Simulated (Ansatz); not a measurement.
Abridged output of a molecular run in Ansatz:

```
Functional definition: HF
1828 factors; integrals over basis functions are off by at most 9.8e-4 eV
mean field evaluation 1: about -6693.7635 eV, gradient 6.9e1 eV
mean field evaluation 2: about -6693.9217 eV, gradient 6.9e1 eV
mean field evaluation 4: about -6703.1351 eV, gradient 1.4e1 eV
mean field evaluation 8: about -6703.6137 eV, gradient 1.1e0 eV
mean field evaluation 16: about -6703.6177 eV, gradient 4.4e-6 eV
mean field -6703.61771589 eV, -246.3534071838 hartree, gradient 4.4e-6 eV, S^2 0.000000; 0 other end points of the search recorded, 0 dependent functions left out
4 core orbitals not correlated: weight in the atoms' cores, before any rotation towards them, 1.000 or more for the frozen orbitals, at most 0.000 for the correlated occupied ones
reference -6703.61771589 eV, -246.3534071838 hartree; 20, 20 occupied and 282, 282 virtual orbitals, 1828 factors
second order -34.76035855 eV of doubles, -0.00000000 eV of singles
cycle   1  -33.42493396 eV  change     1.3e0 eV  update   2.3e-1
cycle   2  -34.55653580 eV  change    -1.1e0 eV  update   1.3e-1
cycle   3  -34.90531018 eV  change   -3.5e-1 eV  update   4.0e-2
cycle   4  -34.91726611 eV  change   -1.2e-2 eV  update   1.6e-2
cycle   5  -34.90188073 eV  change    1.5e-2 eV  update   6.0e-3
cycle   6  -34.90382196 eV  change   -1.9e-3 eV  update   2.9e-3
cycle   7  -34.90342092 eV  change    4.0e-4 eV  update   1.3e-3
cycle   8  -34.90321391 eV  change    2.1e-4 eV  update   5.3e-4
cycle   9  -34.90353389 eV  change   -3.2e-4 eV  update   2.2e-4
cycle  10  -34.90363494 eV  change   -1.0e-4 eV  update   1.1e-4
cycle  11  -34.90345675 eV  change    1.8e-4 eV  update   4.9e-5
cycle  12  -34.90346888 eV  change   -1.2e-5 eV  update   2.3e-5
perturbative correction -1.81787779 eV, -0.0668057765 hartree
Total energy: -6740.33906256 eV, -247.7028917831 hartree
```

Its atoms:

```xyz
14

C    -1.242    1.168    1.065
Nb   -0.106   -0.073   -0.303
C     1.996   -0.075    0.230
N    -0.239    0.645   -1.886
N    -0.839   -1.897   -0.430
H    -2.275    1.344    0.754
H    -0.750    2.146    1.145
H    -1.257    0.713    2.065
H     2.328    0.964    0.355
H     2.645   -0.540   -0.515
H     2.143   -0.594    1.186
H    -0.308    1.075   -2.795
H    -1.224   -2.357   -1.240
H    -0.872   -2.519    0.368
```

(1) Which basis set was used?
A. def2-QZVPP
B. def2-TZVPP
C. def2-TZVPPD
D. cc-pV(Q+d)Z

(2) Write the keys of the input that set method, charge and spin (a neutral closed shell needs none for the last two).

Answers

(1) B. It gives 306 functions.

(2) 
```yaml
correlation: {method: ccsd_t}
```
